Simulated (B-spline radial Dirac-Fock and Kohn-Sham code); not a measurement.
**How the levels of krypton move as electrons are removed**

The computed values come from an atomic code on a B-spline grid: multi-electron Dirac-Fock with separately optimised hole states, Breit and Lamb-shift corrections added in first order. Each ion is free and in its tabulated ground configuration. Electron correlation is not included.

Reference: Kr²⁸⁺, [He] 2s2 2p4, with K 16049.1 eV. Shifts from it, in eV (a dash: the subshell is empty, belongs to an open shell averaged over j, or its hole state is left out as unreliable):

| ion | configuration | K |
| --- | --- | --- |
| Kr²⁹⁺ | [He] 2s2 2p3 | +207.5 |
| Kr³⁰⁺ | [He] 2s2 2p2 | +419.3 |
| Kr³¹⁺ | [He] 2s2 2p1 | +635.5 |
| Kr³²⁺ | [He] 2s2 | +856.1 |
| Kr³³⁺ | [He] 2s1 | – |
| Kr³⁴⁺ | 1s2 | +1245.5 |
| Kr³⁵⁺ | 1s1 | +1887.2 |
